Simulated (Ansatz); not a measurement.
The multiplicity is imposed and other spin states were not computed.

All values below come from Ansatz (an electronic-structure program) with r2SCAN-D4/def2-SVP. No frequencies were computed at this level.

Ansatz 0.2 input:
```yaml
crystal:
  periodic: [false, false, false]
  atoms:
    - { symbol: Ag, position_ang: [-0.04393, 0.044263, 0.071076] }
    - { symbol: C, position_ang: [1.115607, -1.577073, -1.280135] }
    - { symbol: C, position_ang: [1.00376, -0.479183, -2.033048] }
    - { symbol: H, position_ang: [2.001367, -1.774013, -0.693889] }
    - { symbol: H, position_ang: [0.396951, -2.381345, -1.341205] }
    - { symbol: H, position_ang: [0.19027, -0.352557, -2.732513] }
    - { symbol: H, position_ang: [1.794682, 0.254821, -2.085228] }
    - { symbol: C, position_ang: [-1.082945, 1.051963, 1.694794] }
    - { symbol: H, position_ang: [-1.658503, 0.371557, 2.33368] }
    - { symbol: H, position_ang: [-1.806576, 1.801031, 1.351796] }
    - { symbol: H, position_ang: [-0.416098, 1.590518, 2.37829] }
basis:
  gaussian: { orbitals: def2-svp }
hamiltonian:
  xc: r2scan
  dispersion: d4
relax:
  max_steps: 150
```

Output:

```
Functional definition: r2SCAN
1162 factors; their error is unknown
mean field evaluation 1: about -7208.4467 eV, gradient 6.5e1 eV
mean field evaluation 2: about -7193.7732 eV, gradient 9.0e1 eV
mean field evaluation 4: about -7219.9106 eV, gradient 6.3e0 eV
mean field evaluation 8: about -7220.0149 eV, gradient 2.3e-1 eV
mean field evaluation 16: about -7219.9733 eV, gradient 2.1e-4 eV
mean field -7219.97331581 eV, -265.3291254825 hartree, gradient 1.5e-5 eV, S^2 0.000000; 0 other end points of the search recorded, 0 dependent functions left out
reference -7219.97333273 eV, -265.3291261043 hartree; 22, 22 occupied and 86, 86 virtual orbitals, 1162 factors
relax step   1: F+E_penalty+E_count = -7220.01986662 eV  Δ(F+E_penalty+E_count) = +0.000e0 eV  max|allowed force component| = 5.944e-1 eV/Å  Δτ_max = 0.0000 Å  (29 SCF iters, accepted)
these checks for a lower state are left out or cut short: starts, cluster_reference, orbital_swaps, neighbouring_geometries, increment
1162 factors; their error is unknown
mean field -7220.09908041 eV, -265.3337472461 hartree, gradient 9.4e-6 eV, S^2 0.000000; 0 other end points of the search recorded, 0 dependent functions left out
reference -7220.09909778 eV, -265.3337478843 hartree; 22, 22 occupied and 86, 86 virtual orbitals, 1162 factors
relax step   2: F+E_penalty+E_count = -7220.14643341 eV  Δ(F+E_penalty+E_count) = -1.266e-1 eV  max|allowed force component| = 3.930e-1 eV/Å  Δτ_max = 0.1663 Å  (30 SCF iters, accepted)
these checks for a lower state are left out or cut short: starts, cluster_reference, orbital_swaps, neighbouring_geometries, increment
1162 factors; their error is unknown
mean field evaluation 32: about -7220.1058 eV, gradient 1.4e-5 eV
mean field -7220.10577858 eV, -265.3339933994 hartree, gradient 1.4e-5 eV, S^2 0.000000; 0 other end points of the search recorded, 0 dependent functions left out
reference -7220.10579584 eV, -265.3339940337 hartree; 22, 22 occupied and 86, 86 virtual orbitals, 1162 factors
relax step   3: F+E_penalty+E_count = -7220.15297762 eV  Δ(F+E_penalty+E_count) = -6.544e-3 eV  max|allowed force component| = 3.257e-1 eV/Å  Δτ_max = 0.0460 Å  (30 SCF iters, accepted)
these checks for a lower state are left out or cut short: starts, cluster_reference, orbital_swaps, neighbouring_geometries, increment
1162 factors; their error is unknown
mean field -7220.11815198 eV, -265.3344481135 hartree, gradient 1.4e-5 eV, S^2 0.000000; 0 other end points of the search recorded, 0 dependent functions left out
reference -7220.11816928 eV, -265.3344487490 hartree; 22, 22 occupied and 86, 86 virtual orbitals, 1162 factors
relax step   4: F+E_penalty+E_count = -7220.16534448 eV  Δ(F+E_penalty+E_count) = -1.237e-2 eV  max|allowed force component| = 1.484e-1 eV/Å  Δτ_max = 0.0223 Å  (31 SCF iters, accepted)
these checks for a lower state are left out or cut short: starts, cluster_reference, orbital_swaps, neighbouring_geometries, increment
1162 factors; their error is unknown
mean field -7220.11899744 eV, -265.3344791833 hartree, gradient 1.4e-5 eV, S^2 0.000000; 0 other end points of the search recorded, 0 dependent functions left out
reference -7220.11901474 eV, -265.3344798191 hartree; 22, 22 occupied and 86, 86 virtual orbitals, 1162 factors
relax step   5: F+E_penalty+E_count = -7220.16619164 eV  Δ(F+E_penalty+E_count) = -8.472e-4 eV  max|allowed force component| = 8.270e-2 eV/Å  Δτ_max = 0.0063 Å  (32 SCF iters, accepted)
these checks for a lower state are left out or cut short: starts, cluster_reference, orbital_swaps, neighbouring_geometries, increment
1162 factors; their error is unknown
mean field -7220.11935839 eV, -265.3344924483 hartree, gradient 1.5e-5 eV, S^2 0.000000; 0 other end points of the search recorded, 0 dependent functions left out
reference -7220.11937570 eV, -265.3344930844 hartree; 22, 22 occupied and 86, 86 virtual orbitals, 1162 factors
relax step   6: F+E_penalty+E_count = -7220.16655951 eV  Δ(F+E_penalty+E_count) = -3.679e-4 eV  max|allowed force component| = 1.224e-2 eV/Å  Δτ_max = 0.0051 Å  (32 SCF iters, accepted)
these checks for a lower state are left out or cut short: starts, cluster_reference, orbital_swaps, neighbouring_geometries, increment
1162 factors; their error is unknown
mean field -7220.11938049 eV, -265.3344932602 hartree, gradient 7.7e-6 eV, S^2 0.000000; 0 other end points of the search recorded, 0 dependent functions left out
reference -7220.11939779 eV, -265.3344938962 hartree; 22, 22 occupied and 86, 86 virtual orbitals, 1162 factors
relax step   7: F+E_penalty+E_count = -7220.16658226 eV  Δ(F+E_penalty+E_count) = -2.275e-5 eV  max|allowed force component| = 5.642e-3 eV/Å  Δτ_max = 0.0007 Å  (24 SCF iters, accepted)
1162 factors; their error is unknown
mean field evaluation 64: about -7195.4953 eV, gradient 8.9e1 eV
mean field -7220.11938049 eV, -265.3344932602 hartree, gradient 7.9e-6 eV, S^2 0.000000; 1 other end points of the search recorded, 0 dependent functions left out
reference -7220.11939779 eV, -265.3344938962 hartree; 22, 22 occupied and 86, 86 virtual orbitals, 1162 factors
Total energy: -7220.16659957 eV, -265.3362285293 hartree
Atom 0 at    -0.039715     0.039670     0.063754 Å, force    -0.002521     0.002504     0.004026 eV/Å
Atom 1 at     1.073392    -1.545248    -1.206050 Å, force     0.000846    -0.005642     0.003139 eV/Å
Atom 2 at     0.959533    -0.427527    -1.972559 Å, force    -0.000237     0.005003    -0.004158 eV/Å
Atom 3 at     1.966773    -1.735756    -0.601934 Å, force     0.003439     0.004071    -0.000914 eV/Å
Atom 4 at     0.335510    -2.352762    -1.259344 Å, force    -0.003628     0.001375    -0.003713 eV/Å
Atom 5 at     0.125911    -0.295196    -2.670380 Å, force    -0.003037    -0.004420     0.000261 eV/Å
Atom 6 at     1.757172     0.321816    -2.012974 Å, force     0.004037    -0.001801     0.003113 eV/Å
Atom 7 at    -1.027777     1.001498     1.612988 Å, force     0.004007    -0.002902    -0.004836 eV/Å
Atom 8 at    -1.592490     0.275598     2.221355 Å, force    -0.001523    -0.000502     0.001454 eV/Å
Atom 9 at    -1.744194     1.739651     1.215729 Å, force    -0.001711     0.001306     0.000210 eV/Å
Atom 10 at    -0.319531     1.528239     2.273035 Å, force     0.000327     0.001007     0.001418 eV/Å
Dipole moment:     0.392956    -0.386132    -0.621380 e Å
```

Cost: about 24 core-seconds (a rough figure).
